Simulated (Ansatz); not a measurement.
A nudged elastic band was laid between two geometries of CH₄BOSb (8 atoms, charge 0, multiplicity 1).

These are results of RKS CAM-B3LYP-D4/def2-SVP (Ansatz 0.2.0), not measurements.

```yaml
movable_images: 7
climbing_image: yes
spring: 5.0 eV/Å²
optimiser: quadratic models (default)
start_path: through a guess of the saddle point
force_threshold: 0.05 eV/Å
iteration_limit: 60
end_points: relaxed
```

Initial state:

```xyz
8
Properties=species:S:1:pos:R:3
B -0.363 0.597 -0.704
C 0.722 0.360 0.395
O 0.896 -1.050 0.482
Sb -0.510 -1.651 -0.869
H -0.844 1.605 -1.145
H 0.357 0.789 1.357
H 1.682 0.886 0.204
H -1.847 -1.593 0.224
```

Final state:

```xyz
8
Properties=species:S:1:pos:R:3
B -0.340 0.665 -0.962
C 0.366 0.263 0.400
O 0.262 -1.204 0.445
Sb -0.945 -1.267 -1.560
H -0.424 1.778 -1.404
H -0.129 0.691 1.288
H 1.436 0.522 0.464
H -0.134 -1.504 1.273
```

(1) Which bonds break or form, and what moves?

(2) What energy profile does the band end with?

(3) What is the geometry of the highest image?

(4) What are the harmonic wavenumbers there?

## Answers

(1) Bonds broken: Sb4–H8. Bonds formed: O3–H8.

(2) The run converged. The highest image is number 3 of 0 to 8, 134.2 kJ/mol above the first end and 168.7 kJ/mol above the last; the last end lies 34.6 kJ/mol below the first. A vibrational analysis at the climbing image gives one clearly imaginary mode, 1341i cm⁻¹: a first-order saddle point. The orbitals stay closed-shell, which can raise the energy where a bond breaks towards radicals; this wasn't checked here.

```
image  path coordinate (Å)  energy (kJ/mol)  Sb4–H8 (Å)  O3–H8 (Å)
    0                 0.00              0.0        1.73       2.81
    1                 0.41             19.7        1.70       2.43
    2                 0.81             81.1        1.70       1.99
    3                 1.22            134.2        1.78       1.53
    4                 1.57             50.8        1.99       1.11
    5                 1.93            -13.6        2.38       0.98
    6                 2.29            -28.2        2.67       0.97
    7                 2.64            -33.0        2.83       0.97
    8                 3.00            -34.6        2.96       0.97
```

(3) 
```xyz
8
Properties=species:S:1:pos:R:3
B -0.429 0.609 -0.742
C 0.505 0.293 0.469
O 0.512 -1.116 0.647
Sb -0.608 -1.536 -1.235
H -0.779 1.662 -1.202
H 0.360 0.835 1.420
H 1.509 0.600 0.086
H -0.979 -1.406 0.501
```

(4) 1341i, 257, 363, 467, 504, 671, 773, 838, 847, 1031, 1084, 1170, 1287, 1390, 1804, 2680, 2938, 3068 cm⁻¹.

Run time: 3.2 min on 2 threads of Arm Neoverse V1 (shared host), peak memory 0.22 GiB.
